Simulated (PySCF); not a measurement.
SMILES Cl[Si](Cl)Cl, doublet, PBE0/def2-SVP optimised geometry.

```
4

Cl     1.37    -0.97     0.00
Si    -0.69    -0.97     0.00
Cl    -1.37     0.97     0.00
Cl    -1.37    -1.93     1.70
```

Density from unrestricted PBE0/def2-TZVP (PySCF) at that geometry.

Minimum of the electron density along straight lines between bonded atoms, close to the bond critical point (lines longer than 1.1 times the sum of covalent radii, or with two minima, are not listed):

```csv
bond,length / Å,ρ at the minimum / e bohr⁻³,∇²ρ there / e bohr⁻⁵,position (fraction from the first atom)
Cl1–Si2,2.060,0.101,0.19,0.64
Si2–Cl3,2.060,0.101,0.19,0.37
Si2–Cl4,2.060,0.101,0.19,0.37
```
